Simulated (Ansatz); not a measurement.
C$_{2}$H$_{6}$InN at its PBE0-D4/def2-TZVP geometry, where that method's forces vanish. Total charge 0; spin multiplicity 1. In: def2 effective core potential. The bonds changed during the relaxation, so this is another structure than the one it started from.

```xyz
10

N    -1.0349   -0.0719    0.7878
C    -0.0086    0.7504    0.4414
C     0.5106    0.8895   -0.7929
In    1.4350   -1.8079    0.0351
H    -1.2718   -0.2014    1.7528
H    -1.3454   -0.7700    0.1257
H     0.4161    1.3100    1.2701
H     0.0750    0.3977   -1.6536
H     1.3253    1.5817   -0.9483
H    -0.1012   -2.0780   -1.0180
```

Problem. What forces (eV/Å) does PBE-D4/def2-TZVPP give on these atoms in the Gaussian-basis code of Ansatz? (Estimate.)

Solution. The calculation gave: 
```
N1  -0.125  0.071  0.042
C2   0.000  0.083  0.287
C3   0.171  0.037 -0.386
In4  0.148  0.004  0.096
H5  -0.100 -0.060  0.342
H6  -0.112 -0.293 -0.262
H7   0.083  0.114  0.190
H8  -0.084 -0.090 -0.183
H9   0.166  0.139 -0.049
H10 -0.147 -0.005 -0.077
```
